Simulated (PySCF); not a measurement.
Geometry (Å), atoms numbered from 1 in this order:
```xyz
21

C    -3.389    0.221   -0.395
C    -2.108   -0.155    0.310
F    -2.101   -1.529    0.511
C    -0.856    0.224   -0.453
C     0.417   -0.202    0.258
C     1.691    0.085   -0.503
Cl    1.885    1.874   -0.765
C     2.945   -0.411    0.195
O     4.106   -0.170   -0.532
H    -4.259   -0.116    0.186
H    -3.456    1.311   -0.522
H    -3.432   -0.249   -1.389
H    -2.080    0.309    1.314
H    -0.849    1.315   -0.612
H    -0.901   -0.241   -1.453
H     0.375   -1.290    0.437
H     0.477    0.279    1.250
H     1.653   -0.338   -1.519
H     2.852   -1.503    0.317
H     2.979    0.030    1.213
H     4.119    0.776   -0.726
```

Geometry: PBE0-D3(BJ)/def2-SVP; GIAO absolute shieldings from PySCF, gas phase, non-relativistic, averaged over equivalent atoms.

At B3LYP/pcSseg-1 (220 basis functions, 73 s wall time on 1 thread of an Arm Neoverse N1, shared host):
| atoms | σ (ppm) |
| --- | --- |
| C2 | 86.9 |
| C6 | 100.0 |
| C8 | 107.3 |
| C4 | 139.9 |
| C5 | 145.3 |
| C1 | 155.3 |
| F3 | 375.0 |
| Cl7 | 815.4 |
| O9 | 295.1 |
| H13 | 27.07 |
| H18 | 27.61 |
| H19 | 27.71 |
| H20 | 27.95 |
| H16 | 29.46 |
| H14 | 29.59 |
| H21 | 29.89 |
| H10/H11/H12 | 30.03 |
| H15 | 30.14 |
| H17 | 30.26 |

**Question.** Estimate the result of repeating the calculation with PBE0/pcSseg-1.

**Answer.** 
```tsv
atoms	σ at PBE0/pcSseg-1	change
C2	94.4	+7.5
C6	108.0	+8.0
C8	114.5	+7.2
C4	146.7	+6.8
C5	152.0	+6.7
C1	161.1	+5.8
F3	379.4	+4.4
Cl7	834.4	+19.0
O9	300.7	+5.6
H13	26.98	-0.09
H18	27.51	-0.10
H19	27.61	-0.10
H20	27.86	-0.09
H16	29.37	-0.09
H14	29.52	-0.07
H21	29.82	-0.07
H10/H11/H12	29.91	-0.12
H15	30.02	-0.12
H17	30.15	-0.11
```

The largest change is at Cl7 (chlorine bonded to C). Cost: 220 basis functions, 93 s wall time on 1 thread of an Arm Neoverse N1, shared host. The order of the carbon signals is the same at both levels.

Carbons that carry Cl, above all several Cl atoms, come out too deshielded, partly because spin–orbit coupling is missing.
